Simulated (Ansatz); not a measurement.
diarsenic (As2), singlet, geometry from GFN2-xTB, with bond 2-1 at 1.4 times its length; CASSCF(2,3)/STO-3G (Ansatz, a program for electronic structure).

The Ansatz input:
Ansatz 0.2 input:
```yaml
crystal:
  periodic: [false, false, false]
  atoms:
    - {symbol: As, position_ang: [-0.00000000, -0.00000000, -1.04707094]}
    - {symbol: As, position_ang: [0.00000000, 0.00000000, 1.88472769]}
basis:
  gaussian:
    orbitals: STO-3G
hamiltonian:
  xc: hf
magnetization: {spin_polarized: false}
correlation: {active_space: {window: {electrons: 2, orbitals: 3}}}
```

It wrote (shortened):

```
Functional definition: HF
340 factors; integrals over basis functions are off by at most 1.3e-5 eV
mean field evaluation 1: about -120227.0568 eV, gradient 2.0e0 eV
mean field evaluation 2: about -120227.0612 eV, gradient 2.0e0 eV
mean field evaluation 4: about -120227.0933 eV, gradient 1.0e-2 eV
mean field evaluation 8: about -120227.0933 eV, gradient 8.1e-5 eV
mean field evaluation 16: about -120227.1549 eV, gradient 4.4e-1 eV
mean field evaluation 32: about -120227.0933 eV, gradient 2.0e-2 eV
mean field evaluation 64: about -120228.6604 eV, gradient 9.0e-7 eV
mean field -120229.12148558 eV, -4418.3387203696 hartree, gradient 9.2e-7 eV, S^2 0.000000; 11 other end points of the search recorded, 0 dependent functions left out
reference -120229.12148558 eV, -4418.3387203696 hartree; 33, 33 occupied and 3, 3 virtual orbitals, 340 factors
state -120230.08627279 eV, -4418.3741756456 hartree
the orbitals are reached from a further start. From the first start the search ends at -120230.07873380 eV, -4418.3738985929 hartree
Total energy: -120230.08627279 eV, -4418.3741756456 hartree
```
